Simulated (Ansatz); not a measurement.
`C[Si](F)(F)[SiH3]` and `C[Si](O)(F)[SiH3]` differ in one atom or group.

Ansatz, PBE0-D4/def2-TZVP geometries, multiplicity 1. Each molecule was computed in one conformer, which needn't be the lowest.

| property | `C[Si](F)(F)[SiH3]` |
| --- | --- |
| HOMO–LUMO gap (PBE/def2-TZVPP) / eV | 6.16 |
| HOMO energy (PBE0/def2-TZVPP) / eV | -8.29 |
| LUMO energy (ωB97M-V/def2-TZVPP) / eV | 1.72 |
| size of the dipole moment (PBE/def2-TZVPP) / D | 1.92 |
| HOMO–LUMO gap (PBE0/def2-TZVPP) / eV | 8.24 |
| LUMO energy (B3LYP/def2-TZVPP) / eV | -0.22 |

**Question.** Give the same properties after the change, and the shifts. (Estimate.)

**Answer.** Ansatz gave: 
| property | `C[Si](O)(F)[SiH3]` | shift |
| --- | --- | --- |
| HOMO–LUMO gap (PBE/def2-TZVPP) / eV | 6.13 | -0.03 |
| HOMO energy (PBE0/def2-TZVPP) / eV | -8.03 | 0.26 |
| LUMO energy (ωB97M-V/def2-TZVPP) / eV | 1.88 | 0.16 |
| size of the dipole moment (PBE/def2-TZVPP) / D | 2.08 | 0.16 |
| HOMO–LUMO gap (PBE0/def2-TZVPP) / eV | 8.22 | -0.02 |
| LUMO energy (B3LYP/def2-TZVPP) / eV | -0.04 | 0.18 |

The zero-point energy changes by 29.4 kJ/mol with +3 modes. Dipoles are sizes alone; their direction can turn.

B3LYP here is the variant with VWN-RPA as its local correlation; programs differ in this.
